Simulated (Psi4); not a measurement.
C4H12O4Si (SMILES CO[Si](OC)(OC)OC), singlet, geometry from GFN2-xTB. Base run: R2SCAN/STO-3G in Psi4 1.11.

Geometry (Å):
```xyz
21

C      0.0113    -2.1683    -1.6434
O     -0.1595    -0.7933    -1.4087
Si     0.0000     0.0000     0.0000
O     -0.5406     1.5068    -0.2768
C     -1.7200     1.8872    -0.9394
O     -0.8055    -0.8840     1.0995
C     -0.8234    -0.7104     2.4940
O      1.5056     0.1705     0.5860
C      2.5321     0.9916     0.0889
H     -0.5950    -2.7522    -0.9504
H      1.0589    -2.4513    -1.5207
H     -0.3035    -2.3660    -2.6686
H     -1.6935     2.9710    -1.0567
H     -2.5974     1.6032    -0.3545
H     -1.7792     1.4099    -1.9180
H      0.1929    -0.6759     2.8875
H     -1.3361     0.2168     2.7587
H     -1.3579    -1.5592     2.9217
H      2.8746     0.6313    -0.8835
H      2.1813     2.0183    -0.0192
H      3.3549     0.9542     0.8036
```
All else is at Psi4's defaults (density fitting; Cartesian or spherical functions as each basis is defined).

Each row names what was changed in the base input (with any setting that the change needs).

```
change               basis functions      E (Eh)  core-seconds (rough)                outcome
-------------------  ---------------  ----------  --------------------  ---------------------
base                              61  -740.44315                    40              converged
basis = 3-21G                    109  -745.80334                    50              converged
basis = 6-31G*                   163  -749.87169                    90              converged
basis = pcseg-1                  190  -749.78796                   100              converged
basis = def2-SVP                 190  -749.45606                   100              converged
basis = cc-pV(D+d)Z              195  -749.92651                   100              converged
basis = 6-311G**                 242  -750.03854                   100              converged
basis = def2-SVPD                292           -                     -  cut at the time limit
```

Totals compare only among sets that treat the same electrons; sets with core potentials leave the core out.
